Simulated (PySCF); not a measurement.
H₃HfO₃, neutral, multiplicity 2. Atoms are numbered in the order given.

```xyz
7

Hf     0.0000     0.0000     0.0000
O      1.9374     0.0000     0.0000
H      2.8945     0.0000     0.0000
O     -0.9687    -1.6778     0.0000
H     -1.4472    -2.5067     0.0000
O     -0.9687     1.6778     0.0000
H     -1.4472     2.5067     0.0000
```
Charge 0, spin multiplicity 2.

Geometry: B3LYP-D3(BJ)/def2-SVP. The spin state was assumed, not searched. The isomer is the one that the SMILES or the coordinates give; other isomers of the formula were not compared. The def2 effective core potentials stand for the cores of Hf; spin–orbit coupling is left out. One conformer was computed; it need not be the lowest.

Calculation: CAM-B3LYP/def2-TZVPD (PySCF).

Mulliken values depend strongly on the basis, most of all with diffuse functions as here. ESP charges are fitted to the potential on shells at 1.4 to 2.0 van der Waals radii. Atomic charges (e):

```
atom  Mulliken  ESP fit  Mulliken spin
----  --------  -------  -------------
Hf1       1.27        ?           1.07
O2       -0.71        ?          -0.03
H3        0.28        ?           0.00
O4       -0.71        ?          -0.03
H5        0.28        ?           0.00
O6       -0.71        ?          -0.03
H7        0.28        ?           0.00
```

### Question
Some entries are withheld; supply them. (An estimate is asked for; the answer gives what the named calculation found.)

### Answer

- Hf1, ESP fit: 0.89
- O2, ESP fit: -0.70
- H3, ESP fit: 0.41
- O4, ESP fit: -0.72
- H5, ESP fit: 0.42
- O6, ESP fit: -0.72
- H7, ESP fit: 0.42
